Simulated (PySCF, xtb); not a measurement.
Pb(Br)2 cation (Br2Pb), SMILES [Br][Pb][Br] (connectivity only; charge and spin as stated), charge +1, multiplicity 2.

Harmonic wavenumbers (cm⁻¹) from xtb with GFN2-xTB at its own minimum, in rising order: 38, 117, 169.

**Question.** What does PBE-D3(BJ)/def2-SVP run with PySCF give at its own minimum? (An estimate is asked for; the answer gives what the named calculation found.)

**Answer.** 107, 152, 206. Paired by order, the mean absolute difference is 47 cm⁻¹ and the zero-point energies are 0.5 and 0.7 kcal/mol.
